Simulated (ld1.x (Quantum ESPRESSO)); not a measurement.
**Lu (Z = 71): variants of one TM semilocal potential**

Base potential:

```json
{
  "Element": "lutetium (Lu)",
  "Generator": "ld1.x (Quantum ESPRESSO) 7.5",
  "Type": "norm-conserving Troullier–Martins (semilocal form)",
  "Functional": "PBEsol",
  "Relativity": "scalar-relativistic",
  "Frozen core": "[Kr] 4d10 4f14",
  "Valence charge": "11",
  "Reference configuration": "5s2 5p6 5d1 6s2 6p0",
  "Partial waves": "5p (bound): rc 1.70 bohr; 5d (bound): rc 3.10 bohr; 5s (bound): rc 1.80 bohr",
  "Local potential": "the s channel",
  "Core correction": "none"
}
```

Occupied shells without a wave of their own: 6s. They enter only through the test configuration that unscreens the potential.

Cutoffs, loose and tight: the cutoffs (Ry, on a coarse ladder) from which the occupation-weighted sum of valence levels, in a spherical-Bessel basis at the reference potential, stays within 10 and 1 mRy of its value at 400 Ry. They do not see the model core or the augmentation charge, which bear on the density cutoff. Test errors are all-electron minus pseudo excitation energies from the reference, over the configurations 5s2 5p6 5d1 6s1 6p0; 5s2 5p6 5d1 6s0 6p0; 5s2 5p6 5d0 6s0 6p0; 5s2 5p6 5d2 6s0 6p0; 5s2 5p6 5d1 6s0 6p2; 5s2 5p5 5d1 6s2 6p0; 5s2 5p6 5d0 6s2 6p0. A dash means not determined; rows that change the core or the reference have their own tests. The largest error is taken over the tests solved by every variant that gives reliable tests at all: 5s2 5p6 5d0 6s0 6p0; 5s2 5p6 5d0 6s2 6p0; 5s2 5p6 5d1 6s0 6p0; 5s2 5p6 5d1 6s1 6p0; 5s2 5p6 5d2 6s0 6p0.

A true bound ghost makes a file unfit for plane-wave use even where its test errors are small: the radial tests pick states by their node count and pass the ghost by. Where a test does run into it, the solver fails or the error is huge.

A semilocal file is local in each channel, so a ghost entry of none says nothing of the separable form that plane-wave codes build from it.

| change | outcome | cutoff, loose | cutoff, tight | bound ghosts | largest test error (meV) |
| --- | --- | --- | --- | --- | --- |
| base | generated, misses its reference levels by 0.90 eV | 45 Ry | 80 Ry | none | -4211 |
| all radii scaled by about 0.78 (s 1.40, p 1.32, d 2.40 bohr) | generated | 90 Ry | 140 Ry | none | -695 |
| all radii scaled by about 0.95 (s 1.70, p 1.62, d 2.94 bohr) | generated, misses its reference levels by 0.65 eV | 55 Ry | 90 Ry | none | -3048 |
| all radii scaled by about 1.10 (s 1.98, p 1.86, d 3.40 bohr) | generated, misses its reference levels by 1.53 eV | 35 Ry | 60 Ry | none | -6877 |
| all radii scaled by about 1.22 (s 2.20, p 2.08, d 3.78 bohr) | generated, misses its reference levels by 2.07 eV | 25 Ry | 40 Ry | p | -8608 |
| all radii scaled by about 1.31 (s 2.36, p 2.22, d 4.04 bohr) | generated, misses its reference levels by 2.49 eV | 21 Ry | 35 Ry | none | -14047 |
| all radii scaled by about 1.39 (s 2.50, p 2.38, d 4.32 bohr) | generated, misses its reference levels by 2.73 eV | 21 Ry | 35 Ry | none | -14729 |

(1) What comes out with this change to the base: all radii scaled by about 0.83 (s 1.50, p 1.42, d 2.58 bohr)?

## Answers

(1) outcome: generated, misses its reference levels by 0.25 eV; cutoff, loose: 80 Ry; cutoff, tight: 120 Ry; bound ghosts: none; largest test error (meV): -1237.

Reading the sweep of the scale of all radii (base = 1) (base included, trends over the rows without a ghost): The loose cutoff falls from 90 Ry at 0.78 to 21 Ry at 1.39. A larger radius leaves more room for a smooth pseudo-wave, so fewer plane waves are needed; a smaller one forces it to follow the all-electron wave where it bends sharply. The median size of the test errors (rows with all tests solved) rises from 299.9 meV at 0.78 to 2099.1 meV at 1. More of the atom is replaced by a form fitted at one configuration, so other configurations suffer as the radius grows. Bound ghosts are found at 1.22.
